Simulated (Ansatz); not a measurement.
Tuning the range parameter of LC-ωPBE so that −HOMO meets the ionisation energy; basis def2-TZVP, Ansatz. System: TaSCl3. Total charge 0; singlet. Geometry: r2SCAN-D4/def2-SVP. The ionised state is a doublet.

Geometry of the singlet:

```xyz
5

Ta    0.008    0.004   -0.007
S    -1.455   -0.887    1.296
Cl    1.061    1.669    1.160
Cl   -1.098    0.846   -1.827
Cl    1.485   -1.633   -0.622
```

In the def2 sets Ta takes a core potential; there is no spin–orbit coupling.

| ω (1/bohr) | HOMO (eV) | LUMO (eV) | vertical IE (eV) | HOMO + IE (eV) |
| --- | --- | --- | --- | --- |
| 0.1 | -8.58 | -2.34 | 9.95 | 1.37 |
| 0.2 | -9.67 | -1.51 | 10.09 | 0.42 |
| 0.3 | -10.40 | -1.11 | 10.20 | -0.21 |

**Question.** Estimate the row for 0.15 bohr⁻¹.

**Answer.** 
| ω (1/bohr) | HOMO (eV) | LUMO (eV) | vertical IE (eV) | HOMO + IE (eV) |
| --- | --- | --- | --- | --- |
| 0.15 | -9.18 | -1.85 | 10.02 | 0.84 |

**Question.** Where does the tuning condition hold?

**Answer.** Near ω = 0.27 bohr⁻¹, by linear interpolation.
